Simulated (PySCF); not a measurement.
Species: ClH7SSi3.
SMILES: `[SiH3][SiH2]S[SiH2]Cl`

Torsions of this conformer, `[SiH3:1][SiH2:2][S:3][SiH2:4][Cl:5]`: Si1–Si2–S3–Si4 45°, Si2–S3–Si4–Cl5 52°.

The closed-shell ground state was solved at several levels (PySCF, density fitting, gas phase, non-relativistic). One conformer (not necessarily the lowest) at the PBE0-D3(BJ)/def2-SVP geometry, without solvent, vibrations or thermal averaging.

```tsv
level	basis functions	total energy (Eh)	HOMO (eV)	LUMO (eV)	gap (eV)	dipole (D)
KT3/pcSseg-1	155	-1743.9710	-6.59	-1.49	5.10	1.20
PBE0/def2-TZVP	227	-1730.5696	-7.60	-0.69	6.91	0.98
B97-D/pcSseg-1	155	-1731.1147	-6.49	-1.36	5.13	1.22
mPW1PW91/pcSseg-1	155	-1731.1766	-7.72	-0.72	7.00	1.32
PBE0/pcSseg-1	155	-1730.4392	-7.70	-0.73	6.97	1.31
```

Estimate the row for PBE0/cc-pVTZ, a basis of 268 functions; the other rows only guide the guess.

Total energy -1730.5875 Eh, HOMO -7.60 eV, LUMO -0.66 eV, gap 6.94 eV, dipole 1.01 D.

Over all these levels, which gives the widest orbital gap and which the narrowest?

mPW1PW91/pcSseg-1 (global hybrid, 25 % exact exchange) has the widest, 7.00 eV, and KT3/pcSseg-1 (GGA) the narrowest, 5.10 eV. The two share the basis. From the narrowest to the widest the HOMO moves by -1.13 eV and the LUMO by +0.77 eV.

How much does the basis alone move the frontier levels among the 3 PBE0 rows (the withheld one included)?

The HOMO by 0.10 eV and the LUMO by 0.07 eV. By rising basis size (HOMO, LUMO in eV): pcSseg-1 -7.70, -0.73; def2-TZVP -7.60, -0.69; cc-pVTZ -7.60, -0.66.

How far do the dipole and the HOMO energy spread over the levels?

The dipole runs from 0.98 to 1.32 D (mean 1.17 D) and the HOMO from -7.72 to -6.49 eV.

B97-D is run here without its empirical dispersion term; that term would change no orbital, density or response property at a fixed geometry.
